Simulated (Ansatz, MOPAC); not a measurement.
Species: GaI, charge 0, multiplicity 1. SMILES: [Ga][I]

Atoms: Ga1, I2. Bonds: Ga1-I2.

Bond lengths (Å) and angles (degrees) optimised at PM3 with MOPAC; PM6 with MOPAC; MNDO with MOPAC; HF/3-21G with Ansatz (a quantum-chemistry and plane-wave program); HF/LANL2DZ with Ansatz; B3LYP/LANL2DZ with Ansatz, each started from the B3LYP-D3(BJ)/def2-TZVP structure (Ansatz) of the last column. A row stands for all coordinates that are equal there.

```json
[
 {"coordinate": "Ga1-I2", "PM3": "2.539", "PM6": "2.582", "MNDO": "2.260", "HF/3-21G": "2.733", "HF/LANL2DZ": "2.728", "B3LYP/LANL2DZ": "2.710", "B3LYP-D3(BJ)/def2-TZVP": "2.618"}
]
```

Mean signed difference of all 1 bond lengths from B3LYP-D3(BJ)/def2-TZVP: PM3 -0.079 Å, PM6 -0.036 Å, MNDO -0.357 Å, HF/3-21G 0.116 Å, HF/LANL2DZ 0.110 Å, B3LYP/LANL2DZ 0.093 Å.
